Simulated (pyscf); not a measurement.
`[GeH4]` + `[Cl][SiH][Cl]` [doublet] → `[GeH3]` [doublet] + `[Cl][SiH2][Cl]` (hydrogen abstraction; doublet surface; Ge–H broken, H–Si formed). Structures and frequencies: ωB97X-D3(BJ)/def2-SVP in PySCF. Energies in kcal/mol from the separated reactants.

```tsv
level	barrier	reaction energy
ωB97X-D3(BJ)/def2-TZVP	3.6	-5.0
PBE/def2-TZVP	1.6	-3.0
r²SCAN/def2-TZVP	___	-4.2
B3LYP-D3(BJ)/def2-TZVP	___	___
PBE0-D3(BJ)/def2-TZVP	1.5	-4.5
ωB97M-D3(BJ)/def2-TZVP	4.1	-7.6
```

### Question
Some entries are withheld; supply them.

### Answer

- r²SCAN/def2-TZVP, barrier: 2.4
- B3LYP-D3(BJ)/def2-TZVP, barrier: 2.0
- B3LYP-D3(BJ)/def2-TZVP, reaction energy: -4.8

The functionals in the table span 2.6 kcal/mol in this barrier, from PBE0-D3(BJ) to ωB97M-D3(BJ)/def2-TZVP. This is the saddle that the search found; another between the same sides may lie lower. The angle at the transferred H is 146°. Elements up to Kr have no core potential and no relativistic terms here.
